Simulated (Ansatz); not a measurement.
```yaml
crystal:
  periodic: [false, false, false]
  atoms:
    - {symbol: C, position_ang: [-1.568389, 1.308581, -0.676421]}
    - {symbol: In, position_ang: [0.102241, 0.107166, -0.195422]}
    - {symbol: C, position_ang: [0.542093, -1.317805, 1.328524]}
    - {symbol: O, position_ang: [1.647064, 0.341110, -1.447602]}
    - {symbol: H, position_ang: [-1.576051, 1.984258, -1.527965]}
    - {symbol: H, position_ang: [-2.492418, 1.311361, -0.104310]}
    - {symbol: H, position_ang: [-0.074478, -2.208685, 1.200645]}
    - {symbol: H, position_ang: [1.592629, -1.597170, 1.256472]}
    - {symbol: H, position_ang: [0.342926, -0.901907, 2.316707]}
    - {symbol: H, position_ang: [1.484394, 0.973090, -2.150650]}
basis:
  gaussian: {orbitals: def2-SVPD}
magnetization: {spin_polarized: true, initial_magnetization: 1}
hamiltonian: {xc: {name: PBE0}, dispersion: rvv10}
```

```sh
$ ansatz run in.yaml --threads 4 --pin off --events-out ev --progress --plain --max-ram 10444MiB
```

(1) How does Ansatz answer? (Estimate.)

Answers

(1) The calculation gave: The input was rejected before any iteration.
```
Error: inconsistent input (hamiltonian.dispersion, hamiltonian.xc): `dispersion: rvv10` has no transferable b for PBE exchange — Sabatini et al. (2013) fitted b=6.3 to rPW86, and the PBE refits of Peng & Perdew (2017) are task-dependent (b=6.6 S22 / b=10.0 layered). Use `xc: {exchange: rpw86, correlation: pbe}` for the original rVV10 or `xc: r2scan` for the r²SCAN+rVV10 pairing
```
